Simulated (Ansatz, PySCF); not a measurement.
The pair A = HCl (SMILES Cl) (first 2 atoms), B = AsH3 (SMILES [AsH3]); geometry from B3LYP-D3(BJ)/def2-TZVP.
(charge 0, multiplicity 1):
```xyz
6

Cl     1.20790     0.53038     0.65712
H      0.72764     0.27999     1.82364
As    -0.35961    -0.28905     4.49635
H     -0.93329     0.76127     3.54940
H     -0.25945    -1.32431     3.37957
H      1.06872     0.19190     4.25669
```

Cores are frozen in the correlated methods. Filled d and f shells under p-block atoms count as core. Rows in 6-31G* carry no dispersion term and start afresh at each structure (6-31G* with six Cartesian d functions); the Pople sets are all-electron and without relativity.

Programs: Ansatz (Gaussian basis) for Hartree–Fock, density functionals and correlated methods; PySCF for 6-31G* rows. 

Total energies (hartree), monomers frozen at their geometry in the pair:

```
structure                  HF/6-31G*  MP2/def2-TZVPPD  CCSD(T)/def2-SVPD
---------------------  -------------  ---------------  -----------------
AB                     -2695.6886419    -2696.3977862      -2695.9463323
A in the pair's basis   -460.0599641     -460.3052802       -460.1276752
B in the pair's basis  -2235.6298024    -2236.0902959      -2235.8172215
A                       -460.0597199     -460.3048982       -460.1265576
B                      -2235.6296957    -2236.0898402      -2235.8160462
```

**Question.** Work out the interaction energy without and with the counterpoise correction, and the superposition error, for each level.

**Answer.** 
E(AB) − E(A) − E(B), times 627.509 kcal/mol, with the monomers in their own basis and then in the pair's basis:
- HF/6-31G*: 0.49 uncorrected, 0.71 corrected; the monomers gain 0.22 kcal/mol from borrowed functions
- MP2/def2-TZVPPD: -1.91 uncorrected, -1.39 corrected; the monomers gain 0.53 kcal/mol from borrowed functions
- CCSD(T)/def2-SVPD: -2.34 uncorrected, -0.90 corrected; the monomers gain 1.44 kcal/mol from borrowed functions

Ansatz is a quantum-chemistry and plane-wave program.
